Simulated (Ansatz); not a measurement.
Molecule: C$_{3}$H$_{10}$GeN, charge 0, multiplicity 2. SMILES: CC[N](C)[GeH2]

Atoms: C1, C2, N3, C4, Ge5, H6, H7, H8, H9, H10, H11, H12, H13, H14, H15. Bonds: C1-C2, C1-H6, C1-H7, C1-H8, C2-N3, C2-H9, C2-H10, N3-C4, N3-Ge5, C4-H11, C4-H12, C4-H13, Ge5-H14, Ge5-H15.

Bond lengths (Å) and angles (degrees) optimised at HF/3-21G with Ansatz (a quantum-chemistry and plane-wave program); PBE/6-31G* with LANL2DZ past Ar with Ansatz; MP2/6-31G* with LANL2DZ past Ar with Ansatz, each started from the B3LYP-D3(BJ)/def2-TZVP structure (Ansatz) of the last column. A row stands for all coordinates that are equal there; 13 of 37 kinds are shown. 6-31G* holds six Cartesian d functions. No wavenumbers were computed at PBE/6-31G* with LANL2DZ past Ar, MP2/6-31G* with LANL2DZ past Ar, so these may be saddle points.

```json
[
 {"coordinate": "C1-C2", "HF/3-21G": "1.536", "PBE/6-31G* with LANL2DZ past Ar": "1.526", "MP2/6-31G* with LANL2DZ past Ar": "1.521", "B3LYP-D3(BJ)/def2-TZVP": "1.519"},
 {"coordinate": "C1-H6", "HF/3-21G": "1.082", "PBE/6-31G* with LANL2DZ past Ar": "1.102", "MP2/6-31G* with LANL2DZ past Ar": "1.092", "B3LYP-D3(BJ)/def2-TZVP": "1.090"},
 {"coordinate": "C1-H7", "HF/3-21G": "1.084", "PBE/6-31G* with LANL2DZ past Ar": "1.103", "MP2/6-31G* with LANL2DZ past Ar": "1.094", "B3LYP-D3(BJ)/def2-TZVP": "1.091"},
 {"coordinate": "C2-N3", "HF/3-21G": "1.467", "PBE/6-31G* with LANL2DZ past Ar": "1.460", "MP2/6-31G* with LANL2DZ past Ar": "1.459", "B3LYP-D3(BJ)/def2-TZVP": "1.455"},
 {"coordinate": "C2-H9", "HF/3-21G": "1.088", "PBE/6-31G* with LANL2DZ past Ar": "1.111", "MP2/6-31G* with LANL2DZ past Ar": "1.100", "B3LYP-D3(BJ)/def2-TZVP": "1.098"},
 {"coordinate": "C2-H10", "HF/3-21G": "1.090", "PBE/6-31G* with LANL2DZ past Ar": "1.114", "MP2/6-31G* with LANL2DZ past Ar": "1.104", "B3LYP-D3(BJ)/def2-TZVP": "1.101"},
 {"coordinate": "N3-C4", "HF/3-21G": "1.467", "PBE/6-31G* with LANL2DZ past Ar": "1.456", "MP2/6-31G* with LANL2DZ past Ar": "1.458", "B3LYP-D3(BJ)/def2-TZVP": "1.451"},
 {"coordinate": "N3-Ge5", "HF/3-21G": "1.801", "PBE/6-31G* with LANL2DZ past Ar": "1.908", "MP2/6-31G* with LANL2DZ past Ar": "1.861", "B3LYP-D3(BJ)/def2-TZVP": "1.869"},
 {"coordinate": "C1-C2-N3", "HF/3-21G": "114.1", "PBE/6-31G* with LANL2DZ past Ar": "114.7", "MP2/6-31G* with LANL2DZ past Ar": "113.9", "B3LYP-D3(BJ)/def2-TZVP": "114.6"},
 {"coordinate": "C2-N3-C4", "HF/3-21G": "111.4", "PBE/6-31G* with LANL2DZ past Ar": "112.1", "MP2/6-31G* with LANL2DZ past Ar": "111.2", "B3LYP-D3(BJ)/def2-TZVP": "112.1"},
 {"coordinate": "C2-N3-Ge5", "HF/3-21G": "126.5", "PBE/6-31G* with LANL2DZ past Ar": "123.5", "MP2/6-31G* with LANL2DZ past Ar": "123.1", "B3LYP-D3(BJ)/def2-TZVP": "123.7"},
 {"coordinate": "C4-N3-Ge5", "HF/3-21G": "121.1", "PBE/6-31G* with LANL2DZ past Ar": "118.1", "MP2/6-31G* with LANL2DZ past Ar": "117.7", "B3LYP-D3(BJ)/def2-TZVP": "118.0"},
 {"coordinate": "C2-C1-H6", "HF/3-21G": "110.8", "PBE/6-31G* with LANL2DZ past Ar": "111.3", "MP2/6-31G* with LANL2DZ past Ar": "110.6", "B3LYP-D3(BJ)/def2-TZVP": "111.2"}
]
```

Mean signed difference of all 14 bond lengths from B3LYP-D3(BJ)/def2-TZVP: HF/3-21G -0.008 Å, PBE/6-31G* with LANL2DZ past Ar 0.015 Å, MP2/6-31G* with LANL2DZ past Ar 0.002 Å.
